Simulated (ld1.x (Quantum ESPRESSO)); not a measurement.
# Logarithmic derivatives: oxygen, ultrasoft

| Property | Result |
| --- | --- |
| Element | oxygen (O) |
| Generator | ld1.x (Quantum ESPRESSO) 7.5 |
| Type | ultrasoft |
| Functional | PBE |
| Relativity | scalar-relativistic |
| Frozen core | [He] |
| Valence charge | 6 |
| Reference configuration | 2s2 2p2 (charge +2) |
| Partial waves | 2s (bound): rcut 0.55, rcutus 0.65 bohr; 2s channel at -3.25 Ry: rcut 0.55, rcutus 0.65 bohr; 2p (bound): rcut 1.40, rcutus 1.60 bohr; 2p channel at -0.9 Ry: rcut 1.40, rcutus 1.60 bohr |
| Local potential | all-electron potential smoothed inside 0.75 bohr (lloc = -1) |
| Core correction | a·sin(br)/r model core inside 0.55 bohr |
| Augmentation charge | built from norm-conserving waves at rcut, not smoothed further |

The phase is arctan(r·u′/u) with u = r·R(r), unwrapped; energies in Ry, scanned from -6 to 5 Ry. A pole is an energy at which the radial function vanishes at the test radius. The pseudo phase is shifted by a multiple of π to meet the all-electron one at the reference energy, and phase errors are pseudo minus all-electron; the curves can meet again beyond the range given. Levels narrower than the energy grid can be missing from the lists of poles.

```json
{"channel": "s", "radius (bohr)": "1.76", "reference energy (Ry)": "-4.29", "poles, all-electron": "-3.58", "poles, pseudo": "-3.58", "unbroken range about the reference energy with phases within 0.05 rad": "below 1.9", "phase error 1 Ry above the reference energy (rad)": "-0.000"}
{"channel": "p", "radius (bohr)": "1.76", "reference energy (Ry)": "-3.18", "poles, all-electron": "-2.54", "poles, pseudo": "-2.45, -1.64", "unbroken range about the reference energy with phases within 0.05 rad": "-3.4 to -2.0", "phase error 1 Ry above the reference energy (rad)": "+0.022"}
```

The ghost test of this file was not conclusive. Its overlap operator is not positive definite in a basis up to 400 Ry (lowest eigenvalue p -1.88), so the file is unfit for use: the generalised eigenproblem breaks down once the basis is large enough, and its test numbers describe a broken file.

Phases in the s channel:

```tsv
E (Ry)	all-electron	pseudo
-6.00	1.136	1.136
-5.74	1.079	1.079
-5.48	0.990	0.990
-5.22	0.833	0.833
-4.96	0.506	0.506
-4.70	-0.200	-0.201
-4.44	-0.937	-0.937
-4.18	-1.288	-1.288
-3.92	-1.454	-1.454
-3.66	-1.550	-1.550
-3.40	-1.613	-1.613
-3.14	-1.659	-1.659
-2.88	-1.695	-1.695
-2.62	-1.726	-1.726
-2.36	-1.753	-1.754
-2.10	-1.779	-1.779
-1.84	-1.804	-1.804
-1.58	-1.829	-1.830
-1.32	-1.855	-1.856
-1.06	-1.883	-1.884
-0.80	-1.913	-1.914
-0.54	-1.947	-1.948
-0.28	-1.985	-1.987
-0.02	-2.030	-2.033
0.24	-2.084	-2.088
0.50	-2.150	-2.155
0.76	-2.232	-2.240
1.02	-2.337	-2.349
1.28	-2.473	-2.492
1.54	-2.650	-2.679
1.80	-2.875	-2.917
2.06	-3.140	-3.196
2.32	-3.415	-3.478
2.58	-3.664	-3.728
2.84	-3.866	-3.927
3.10	-4.023	-4.079
3.36	-4.143	-4.196
3.62	-4.235	-4.288
3.88	-4.307	-4.362
4.14	-4.365	-4.425
4.40	-4.412	-4.483
4.66	-4.452	-4.545
4.92	-4.485	-4.642
```
